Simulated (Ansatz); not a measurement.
Relaxation of CH4AlNSi (8 atoms, charge 0, multiplicity 1), to a largest force component of 0.02 eV/Å in at most 50 steps.

All numbers below come from RKS B3LYP-D4/cc-pVDZ in Ansatz.

```xyz
8
Properties=species:S:1:pos:R:3
N -0.893 1.196 -0.629
Al 0.687 0.457 -0.218
C 1.251 -0.398 1.470
Si 0.379 -1.857 1.191
H -1.094 1.640 -1.518
H -1.675 1.384 -0.012
H 1.643 0.739 -1.409
H -0.300 -3.162 1.125
```

Task: Where does it end, and by what steps?

Result: It converged. After 15 steps the energy has fallen by 0.568 eV; C3 moved furthest, 1.34 Å.

```tsv
step	energy less start (eV)	largest force component (eV/Å)	accepted
0	0.0000	1.680	yes
1	-0.1504	0.820	yes
2	-0.2395	0.371	yes
3	-0.3107	0.585	yes
4	-0.3568	0.459	yes
5	-0.4112	0.543	yes
6	-0.4670	0.558	yes
7	-0.5069	0.205	yes
8	-0.5212	0.476	yes
9	-0.5550	0.187	yes
10	-0.5458	0.341	no
11	-0.5620	0.145	yes
12	-0.5528	0.310	no
13	-0.5670	0.074	yes
14	-0.5674	0.037	yes
15	-0.5676	0.017	yes
```

```xyz
8
Properties=species:S:1:pos:R:3
N -0.872 1.521 -0.720
Al 0.616 0.548 -0.535
C 0.607 -1.073 0.510
Si -0.088 -2.241 1.471
H -0.938 2.379 -1.261
H -1.773 1.301 -0.305
H 1.945 1.036 -1.244
H 0.502 -3.469 2.082
```

Time of the run: 13 s on 2 threads of AMD EPYC 9R45 96-Core Processor (Zen 5), on a shared host, peak memory 0.21 GiB.
